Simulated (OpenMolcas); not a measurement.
Os2+ among 4 point charges of -1.3 e arranged as a square (D4h), 1.83 Å from the ion.
```
   1.8300    0.0000    0.0000  -1.30
   0.0000    1.8300    0.0000  -1.30
  -1.8300    0.0000    0.0000  -1.30
   0.0000   -1.8300    0.0000  -1.30
```

* Program: OpenMolcas
* Method: CASSCF
* Basis: ANO-RCC-VDZP [7s6p4d2f1g]
* Scalar Hamiltonian: DKH2, point nucleus
* Active space: 6 electrons in 5 orbitals (5d)
* State averaging: 2S+1 = 5 even, 5 roots; 2S+1 = 3 even, 45 roots; 2S+1 = 1 even, 50 roots
* Spin-orbit coupling: state interaction with AMFI integrals over the reference wave functions

(1) What is the spin-free ground state (labels of D4, the rotations of D4h)?

(2) Where is the first state of the same spin?

(3) What are the lowest two levels with spin-orbit coupling?

(4) What is χT at 300 K?

Results:

(1) 5A1, 1-fold in its orbital part, 100 % from free-ion D terms; it has the highest spin that d6 allows.

(2) 5E at 12900 cm-1 above the ground state.

(3) A 1-fold level A1, then a 2-fold level E 1464 cm-1 above it. Their leading multiplicities are 5 (50 %) and 5 (64 %).

(4) 0.84 cm3 K/mol.

Spin-orbit coupling mixes the spin-free states strongly: the lowest level takes only 48 % from its leading state, 5A1. Without dynamic correlation the repulsion within the d shell is too large (B by tens of per cent), so at a given field states of lower spin stand too high. This shell can be high or low spin here, a state of another spin lies low, and with metal d orbitals alone active their balance is uncertain, so the ground spin may be wrong. Point charges give a weaker field than real ligands, and real ions of this kind are as a rule low spin; the high spin found here belongs to the model. Point charges carry no covalency, so the field is a model and not that of real ligands. No measured value stands beside these numbers.
